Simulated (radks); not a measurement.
Spin polarisation of the 5s1 shell in the tin ion Sn3+. Start: [Kr] 4d10 5s(up 0.5, down 0.5); electrons of 5s are moved from spin down to spin up, other shells keep equal spins. Method: non-relativistic Kohn-Sham, PBE, spin-polarised, spherical densities, point nucleus; computed with a radial shooting solver on a logarithmic mesh with Libxc functionals.

moment (Bohr magnetons)	E - E(0) (eV)	e(5s up) (eV)	e(5s down) (eV)	4d down minus up (eV)	4p down minus up (eV)
0	0.000	-34.567	-34.567	0.000	0.000
0.25	-0.017	-34.703	-34.431	0.070	0.031
0.5	-0.068	-34.837	-34.293	0.140	0.063
0.75	-0.153	-34.969	-34.144	0.210	0.095
1	-0.277	-35.096	-33.928	0.280	0.126

At moment 1 the spin-polarisation energy is -0.277 eV and the 5s exchange splitting 1.168 eV, that is 1.168 eV per Bohr magneton; E = -I m^2/4 would give I = 1.106 eV.
